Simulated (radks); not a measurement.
Problem. Neutral gadolinium: order these configurations by energy. All-electron calculation, Dirac Kohn-Sham, PBE, spin-unpolarised, spherical densities, finite nucleus; Fermi nuclear charge, rms radius of each element as measured or else 0.836 A^(1/3) + 0.57 fm. Program: a radial shooting solver on a logarithmic mesh with Libxc functionals. Sub-shells are occupied by j as written (lower j first in brackets). [Xe] 4f(5/2: 5, 7/2: 2) 5d(3/2: 1, 5/2: 0) 6s2; [Xe] 4f(5/2: 5, 7/2: 2) 6s2 6p(1/2: 1, 3/2: 0); [Xe] 4f(5/2: 6, 7/2: 1) 5d(3/2: 1, 5/2: 0) 6s1 6p(1/2: 1, 3/2: 0); [Xe] 4f(5/2: 6, 7/2: 1) 5d(3/2: 1, 5/2: 0) 6s2; [Xe] 4f(5/2: 6, 7/2: 1) 5d(3/2: 2, 5/2: 0) 6s1; [Xe] 4f(5/2: 6, 7/2: 1) 6s2 6p(1/2: 1, 3/2: 0); [Xe] 4f(5/2: 6, 7/2: 2) 5d(3/2: 1, 5/2: 0) 6s1; [Xe] 4f(5/2: 6, 7/2: 2) 6s2.

Solution. From the lowest, in eV above it: [Xe] 4f(5/2: 6, 7/2: 2) 6s2 0.000; [Xe] 4f(5/2: 6, 7/2: 2) 5d(3/2: 1, 5/2: 0) 6s1 2.226; [Xe] 4f(5/2: 6, 7/2: 1) 5d(3/2: 1, 5/2: 0) 6s2 3.085; [Xe] 4f(5/2: 5, 7/2: 2) 5d(3/2: 1, 5/2: 0) 6s2 3.838; [Xe] 4f(5/2: 6, 7/2: 1) 5d(3/2: 2, 5/2: 0) 6s1 4.743; [Xe] 4f(5/2: 6, 7/2: 1) 6s2 6p(1/2: 1, 3/2: 0) 4.820; [Xe] 4f(5/2: 5, 7/2: 2) 6s2 6p(1/2: 1, 3/2: 0) 5.576; [Xe] 4f(5/2: 6, 7/2: 1) 5d(3/2: 1, 5/2: 0) 6s1 6p(1/2: 1, 3/2: 0) 5.752.
